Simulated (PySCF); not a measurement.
**`CC[C@@H](C)C(C)=O`, C6H12O**

Geometry (Å), atoms numbered from 1 in this order:
```xyz
19

C    -2.045    0.841   -0.569
C    -1.448   -0.410    0.057
C    -0.006   -0.234    0.523
C     0.496   -1.460    1.290
C     0.932   -0.008   -0.660
C     2.084    0.939   -0.442
O     0.765   -0.581   -1.710
H    -2.035    1.689    0.135
H    -1.488    1.140   -1.469
H    -3.090    0.675   -0.872
H    -1.468   -1.236   -0.671
H    -2.059   -0.729    0.918
H     0.061    0.644    1.191
H    -0.127   -1.643    2.178
H     0.451   -2.354    0.648
H     1.537   -1.339    1.629
H     2.594    0.733    0.512
H     1.691    1.967   -0.376
H     2.793    0.874   -1.277
```

Method used: PySCF 2.14.0, quadratic response CAM-B3LYP/aug-cc-pVDZ first hyperpolarisability, Taylor convention, gas phase. Geometry: PBE0-D3(BJ)/def2-SVP.

(1) Give the tensor of the second harmonic β(−2ω;ω,ω) at 1064 nm in the axes of these coordinates.

Answers

(1) In au, Taylor convention; rows are the first index (the induced dipole):
```csv
,xx,yy,zz,xy,xz,yz
x,-31.2,-3.3,-27.7,-22.2,+4.4,+4.2
y,-22.3,-31.6,-9.4,-3.1,+4.3,-20.8
z,+4.7,-20.7,-25.3,+4.5,-27.8,-9.2
```
Norm of βᵢ = ⅓ Σⱼ (βᵢⱼⱼ + βⱼᵢⱼ + βⱼⱼᵢ): 97.9 au, hyper-Rayleigh value 38.8 au.
